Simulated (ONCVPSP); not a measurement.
Transferability test, ONCV potential for cobalt (Co)

ONCVPSP 4.0.1 input, shortened (lines: element, Z, core and valence counts, functional; n l f; lmax; l rc ep ncon nbas qcut; lloc lpopt rc5 dvloc0; l nproj debl; icmod fcfact rcfact), PBE, scalar-relativistic:

```
  Co 27.00    3    4        4      upf
    1    0    2.00
    2    0    2.00
    2    1    6.00
    3    0    2.00
    3    1    6.00
    3    2    7.00
    4    0    2.00
    2
    0    1.05    0.00    5    9    8.90
    1    0.90    0.00    5    9    9.90
    2    0.80    0.00    4    7   11.40
    4    2    0.75    0.00
    0    2    2.60
    1    2    3.40
    2    3    1.30
    0    0.00    0.00
```

Energies are relative to the spin-unpolarised reference configuration 3s2 3p6 3d7 4s2; without spin polarisation the order of configurations can differ from experiment.

**Question.** Give the all-electron excitation energy and the error of the potential for: 3s2 3p6 3d7 4s1; 3s2 3p6 3d7 4s0; 3s2 3p6 3d6 4s0; 3s2 3p6 3d7 4s0 4p2.

**Answer.**

```tsv
valence configuration	charge	ΔE all-electron (eV)	error AE − PS (meV)
3s2 3p6 3d7 4s1	+1	9.031	-0.3
3s2 3p6 3d7 4s0	+2	25.816	+0.3
3s2 3p6 3d6 4s0	+3	61.686	-2.0
3s2 3p6 3d7 4s0 4p2	0	8.979	+0.1
```

Levels in the configuration 3s2 3p6 3d7 4s1:

```tsv
level	all-electron (eV)	pseudo (eV)
3s	-111.225	-111.219
3p	-74.471	-74.468
3d	-16.959	-16.960
4s	-12.763	-12.762
```

Note: ghosts flagged at negative energy: d at -178.0 eV; GHOST(+) flags only above 600 eV. A true bound ghost makes a file unfit for plane-wave use.
